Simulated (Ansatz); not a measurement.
This geometry of C₂H₈FOPSi (14 atoms, charge 0, multiplicity 1) is a first-order saddle point.

Theory: Ansatz, RKS PBE0-D4/def2-SVP.

```xyz
14
Properties=species:S:1:pos:R:3
C 0.301 -1.562 1.584
O -0.549 -1.040 0.594
Si -0.058 0.006 -0.595
P -1.877 0.392 -1.867
C 0.513 1.664 0.186
F 0.418 1.590 1.563
H 1.168 -2.090 1.144
H -0.267 -2.288 2.185
H 0.675 -0.770 2.252
H 1.089 -0.589 -1.360
H -1.773 -0.849 -2.566
H -1.098 1.098 -2.840
H -0.112 2.507 -0.162
H 1.557 1.901 -0.087
```

**Question.** Which two structures does it join? (They come from a converged band through this point; their orientation in space is the band's.)

**Answer.** No bond is made or broken. The dihedral O2–Si3–C5–H13 goes from -54 to 169°.

Image 0:

```xyz
14
Properties=species:S:1:pos:R:3
C -0.145 -1.507 1.640
O -0.723 -0.971 0.477
Si 0.080 0.020 -0.587
P -1.397 0.432 -2.241
C 0.516 1.666 0.250
F 1.427 1.435 1.270
H 0.704 -2.175 1.403
H -0.906 -2.099 2.170
H 0.223 -0.718 2.319
H 1.356 -0.629 -1.030
H -1.328 -0.907 -2.732
H -0.376 0.901 -3.128
H -0.392 2.129 0.679
H 0.949 2.392 -0.462
```

Image 8:

```xyz
14
Properties=species:S:1:pos:R:3
C 0.166 -1.526 1.720
O -0.622 -0.965 0.707
Si -0.042 -0.040 -0.547
P -1.822 0.358 -1.861
C 0.632 1.637 0.034
F -0.396 2.456 0.451
H 1.026 -2.092 1.315
H -0.453 -2.223 2.305
H 0.556 -0.759 2.414
H 1.105 -0.754 -1.204
H -1.671 -0.864 -2.587
H -1.028 1.101 -2.792
H 1.180 2.131 -0.790
H 1.355 1.512 0.862
```

**Question.** How far does it lie above each of them?

**Answer.** 11.3 kJ/mol above the first and 6.8 kJ/mol above the second. This is the barrier of this one path; another mechanism may lie lower.

Time of the run: 4.2 min on 2 threads of Arm Neoverse V1 (shared host), peak memory 0.34 GiB.
